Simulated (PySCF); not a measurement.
C6H8N (doublet state).
SMILES with atom numbers: `[CH3:1][C:2]1[CH2:3][CH:4]([C:5]#[N:6])[CH2:7]1` (hydrogens: H8, H9, H10 on C1; H11, H12 on C3; H13 on C4; H14, H15 on C7)

Theory: UKS B3LYP, pcH-1 on C H N, non-relativistic, mean-field spin-orbit, GIAO (PySCF). Isolated species at its GFN2-xTB geometry, gas phase. A GFN2-xTB geometry isn't a minimum of the functional, and hyperfine couplings can be far from their values at a DFT geometry. No stability test was run, so a lower SCF solution isn't excluded.

(1) What is the g tensor, term by term?

(2) What effective moment and Curie constant follow for a powder?

(3) At 9.402 GHz, how far is the centre of the isotropic spectrum from where a free electron (g = 2.002319) resonates?

(4) In a frozen sample, at which fields do the three g values resonate at 9.5, 34, 94 and 263 GHz (hyperfine left aside), and which band first spreads them over more than twice a line width of 0.3 mT?

Answers

(1) 
```json
{"Δg (ppm)": "relativistic mass correction", "1": "-138", "2": "-138", "3": "-138"}
{"Δg (ppm)": "gauge correction", "1": "0", "2": "20", "3": "25"}
{"Δg (ppm)": "orbital Zeeman/spin–orbit", "1": "-48", "2": "703", "3": "769"}
{"Δg (ppm)": "total", "1": "-186", "2": "585", "3": "656"}
```

So g = 2.00213, 2.00290, 2.00298 and g_iso = 2.00267; the tensor is close to axial: the two nearest values differ by 8 % of g3 − g1. Axes: g2 points within 7° of the C1–C2 bond.

(2) With the mean of g² = 4.0107 and S(S+1) = 0.75: μ_eff = √(⟨g²⟩S(S+1)) = 1.734 μB and χT = 0.12505·⟨g²⟩·S(S+1) = 0.376 cm³ K/mol (cgs; spin-Hamiltonian part alone).

(3) B = hν/(g μB) with μB/h = 13.99624 MHz/mT gives 335.49 mT for the free electron and 335.43 mT at g_iso, 0.06 mT lower.

(4) 
| band | GHz | B(g3) mT | B(g2) mT | B(g1) mT | spread mT |
| --- | --- | --- | --- | --- | --- |
| X | 9.5 | 338.87 | 338.88 | 339.02 | 0.14 |
| Q | 34.0 | 1212.81 | 1212.85 | 1213.32 | 0.51 |
| W | 94.0 | 3353.06 | 3353.17 | 3354.47 | 1.41 |
| J | 263.0 | 9381.42 | 9381.75 | 9385.37 | 3.94 |

The spread grows in proportion to the frequency. W band is the first where it exceeds 0.6 mT.

The Mulliken spin populations are largest on C2 (+0.95), C7 (-0.09), C3 (-0.09) and C1 (-0.07). C2 is the only atom above +0.15. The positive populations add up to 1.25 and the negative ones to -0.25, together 2S = 1. The angles at C2 add up to 355.3°, so it is nearly planar.

The HOMO–LUMO gaps are 5.70 eV among the α and 7.07 eV among the β orbitals.
